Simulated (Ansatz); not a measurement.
Two isomers of CH6FGeNSi: A = `N[C]1(F)[SiH2][GeH2]1`, B = `F[SiH]1C[N]1[GeH3]`.

Calculated with Ansatz (gas phase, PBE0-D4/def2-TZVP geometries, no zero-point term in ΔE). CBS: MP2 limit from def2 TZ/QZ plus the TZ coupled-cluster correction, frozen cores. DFT in def2-TZVPP. B3LYP here is the variant with VWN-RPA as its local correlation; programs differ in this. For Ge outer-core shells are correlated without core-valence functions, which leaves a few kJ/mol of doubt a bond. Scalar relativity is left out up to krypton. One conformer a species, not always the lowest.

(1) Which isomer does CCSD(T)/CBS put lower? Give the gap. (An estimate is asked.)

(2) Give E(B) − E(A) in kcal/mol with ωB97M-V, CCSD/def2-TZVPP, B3LYP-D4, MP2/def2-TZVPP, PBE-D4, PBE0-D4, B3LYP. (Estimate.)

Largest T1 diagnostic: 0.013.

Answers

(1) The calculation gave: B, by 63.5 kcal/mol.

(2) Ansatz gave: ωB97M-V -62.5, CCSD/def2-TZVPP -66.2, B3LYP-D4 -61.0, MP2/def2-TZVPP -68.4, PBE-D4 -52.6, PBE0-D4 -57.2, B3LYP -61.4. None reverses the order clearly.

In def2-TZVPP, CCSD(T) changes the Hartree–Fock value by +9.3 kcal/mol (the triples alone add +1.8 kcal/mol) and MP2 by +5.3 kcal/mol. From PBE to PBE0 (25 % exact exchange), in def2-TZVPP and without D4, E(B) − E(A) moves by −4.5 kcal/mol.
